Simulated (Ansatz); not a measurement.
Ansatz (a first-principles code) input:

Ansatz 0.2 input:
```yaml
crystal:
  periodic: [false, false, false]
  atoms:
    - {symbol: C, position_ang: [-2.29372437, 0.82422303, -0.77502471]}
    - {symbol: Si, position_ang: [-0.80192809, 0.04070907, 0.05663326]}
    - {symbol: C, position_ang: [-0.70615509, 0.61854939, 1.84112890]}
    - {symbol: C, position_ang: [-0.96706719, -1.82940488, 0.00349296]}
    - {symbol: C, position_ang: [0.75776681, 0.56562520, -0.86446955]}
    - {symbol: Si, position_ang: [2.38452042, -0.08932589, -0.21108237]}
    - {symbol: H, position_ang: [-2.22548459, 1.91455390, -0.76223497]}
    - {symbol: H, position_ang: [-2.37568107, 0.50847449, -1.81772264]}
    - {symbol: H, position_ang: [-3.22009286, 0.54286520, -0.26834681]}
    - {symbol: H, position_ang: [-1.62328798, 0.36829378, 2.37960838]}
    - {symbol: H, position_ang: [0.12785692, 0.15316790, 2.37021377]}
    - {symbol: H, position_ang: [-0.57198307, 1.70132859, 1.89963079]}
    - {symbol: H, position_ang: [-0.13401628, -2.32103928, 0.50987722]}
    - {symbol: H, position_ang: [-0.99089311, -2.19526561, -1.02578745]}
    - {symbol: H, position_ang: [-1.89009363, -2.15134195, 0.49144680]}
    - {symbol: H, position_ang: [0.66139048, 0.25852302, -1.91141653]}
    - {symbol: H, position_ang: [0.80650097, 1.65984679, -0.86701868]}
    - {symbol: H, position_ang: [2.40259176, -1.57255297, -0.23714461]}
    - {symbol: H, position_ang: [3.53097146, 0.39462938, -1.02035424]}
    - {symbol: H, position_ang: [2.60100729, 0.34519575, 1.19077074]}
basis:
  gaussian:
    orbitals: def2-TZVPD
hamiltonian:
  xc: {name: BLYP}
output: {forces: true}
```

What final total energy does it print?

-739.83338 Eh (BLYP/def2-TZVPD). The basis has 360 functions.
